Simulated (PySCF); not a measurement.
Zn⁺: interval between two levels

Zn⁺ [Ar] 3d10 4s1 [2S1/2, M_J = 1/2] → Zn⁺ [Ar] 3d9 4s1 5s1 [4D7/2, M_J = 7/2], as a difference of total energies. Calculation: PySCF 2.14, in x2c-TZVPall-2c with one added diffuse shell each of s, p, d type (7s8p5d1f, 63 functions); the two-component X2C-1e Hamiltonian. Correlated levels: [Ne] frozen; the 6 highest virtual spinors dropped. "Screened" scales the spin-orbit matrix elements by Boettger's factors to mimic the two-electron term; Breit and QED terms are absent.

```
                    method  interval between two levels (cm⁻¹)
           GHF (spin-free)                              143210
          GMP2 (spin-free)                              166630
 GHF (screened spin-orbit)                              142050
GMP2 (screened spin-orbit)                              165460
```

The labels give the starting determinants; with spin-orbit coupling the two ends relaxed to ⟨J²⟩ = 0.75, ⟨L²⟩ = 0.00, ⟨S²⟩ = 0.75 and ⟨J²⟩ = 15.75, ⟨L²⟩ = 6.01, ⟨S²⟩ = 3.75.

The promoted electron is Rydberg-like, and one or two diffuse shells describe it only roughly, which tends to raise the upper state.
